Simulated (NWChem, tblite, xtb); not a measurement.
## SnSiNH5O (SMILES [NH2][Sn][O][SiH3]): the dipole moment, rung by rung

SnSiNH5O: 9 atoms, total charge 0, spin state singlet. As SMILES, `[NH2][Sn][O][SiH3]`. Geometry: relaxed at PBE0-D4/def2-TZVP. This is one conformer, not always the lowest.

```xyz
9

N    -0.6714    1.4936   -1.2382
Sn    0.5518    0.1696   -2.1302
O     0.8327   -0.9403   -0.5034
Si    0.4485   -1.0888    1.0669
H    -0.9466    1.4497   -0.2676
H    -1.0895    2.2830   -1.7059
H    -0.4809   -0.0086    1.5224
H     1.6690   -1.0127    1.9165
H    -0.2251   -2.3920    1.3221
```

Quantity: the dipole moment, in D. The values are calculated.

```tsv
level	kind	program	value (D)	CPU time
GFN2-xTB	semi-empirical	tblite	4.05	under 2 s
GFN1-xTB	semi-empirical	tblite	5.13	under 2 s
GFN0-xTB	semi-empirical	xtb	4.03	under 2 s
IPEA1-xTB	semi-empirical	tblite	4.22	under 2 s
HF/STO-3G	Hartree–Fock	NWChem	1.29	9.3 s
HF/def2-SVP (core potential)	Hartree–Fock	NWChem	2.52	23 s
PBE/STO-3G	GGA	NWChem	1.62	19 s
PBE/3-21G	GGA	NWChem	2.60	25 s
PBE0/def2-SVP (core potential)	global hybrid	NWChem	2.56	21 s
wB97X/3-21G	range-separated hybrid	NWChem	2.46	40 s
```

All-electron rows without a relativistic Hamiltonian named are non-relativistic, while core potentials hold scalar relativity, so basis and relativity change together. The values span 1.29 to 5.13 D. Magnitudes only. Sets without polarisation functions give poor dipoles. Times are those of the runs behind each value, whatever else they computed, on shared processors of several kinds: orders of magnitude only.
